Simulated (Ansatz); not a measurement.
**Which is lower?**

The two ends of one reaction step of SiNH8OF, singlet (PBE0-D4/def2-TZVP).

A:

```tsv
atom	x (Å)	y (Å)	z (Å)
Si1	-1.4307	-0.1612	-0.0710
N2	-0.0246	-0.9813	0.6074
H3	-1.1125	0.4207	-1.3930
H4	-2.4629	-1.2176	-0.2497
H5	-1.9579	0.8852	0.8382
H6	1.5790	1.0313	-0.4442
O7	1.0999	1.5737	0.2005
H8	1.1156	-0.9792	-0.5093
F9	1.8287	-0.7440	-1.1380
H10	-0.2182	-1.8887	1.0092
H11	0.4678	-0.4103	1.2855
H12	1.1160	2.4712	-0.1356
```

B:

```xyz
12
angstrom
Si -1.1268 0.4888 -0.1243
N 0.1807 -1.2136 0.5824
H -1.8993 1.6637 -0.6870
H -1.9423 -0.6531 -0.6176
H -1.2198 0.7422 1.3370
H 1.7539 0.6095 -0.3313
O 0.3336 0.8580 -0.9178
H 1.0834 -0.9062 0.9384
F 2.5518 0.3392 0.1291
H 0.3660 -1.8662 -0.1715
H -0.3116 -1.7125 1.3139
H 0.2304 1.6501 -1.4511
```

Ansatz 0.2.0; basis: def2-TZVPP; cores frozen in the correlated methods. B3LYP uses VWN-RPA correlation.

Which structure is lower at CCSD(T), and by how much? (Judge from chemistry; the value comes from the calculation.)

Computed: B, by 7.14 kcal/mol (electronic energy, against the other). By their contacts, A is a complex of SiNH₅ ([NH2][SiH3]) + H₂O + HF and B is a complex of SiH₄O ([OH][SiH3]) + NH₃ + HF.

All methods give the same order:

| method | E(B) − E(A) (kcal/mol) |
| --- | --- |
| SPW92 | -8.55 |
| PBE-D4 | -6.56 |
| BLYP-D4 | -5.61 |
| r2SCAN-D4 | -7.27 |
| B97M-V | -8.39 |
| PBE0-D4 | -7.04 |
| B3LYP-D4 | -6.12 |
| r2SCAN0-D4 | -7.50 |
| BHLYP-D4 | -6.79 |
| CAM-B3LYP-D4 | -6.49 |
| wB97X-V | -6.81 |
| wB97M-V | -7.22 |
| B2PLYP | -6.53 |
| PBE-QIDH | -7.62 |
| RPA on PBE | -7.04 |
| HF | -5.61 |
| MP2 | -7.19 |
| CCSD | -6.97 |
| CCSD(T) | -7.14 |

The T1 diagnostic stays at or below 0.010.

Labels in which every atom is bracketed show which atoms are joined, not bond orders.

For scale, one of the runs: CCSD(T)/def2-TZVPP, 247 basis functions (an equivalent command: `ansatz run in.yaml --threads 4`). The run took 36 s on 4 CPU threads (shared host), with 5.6 GiB of host memory at its peak.
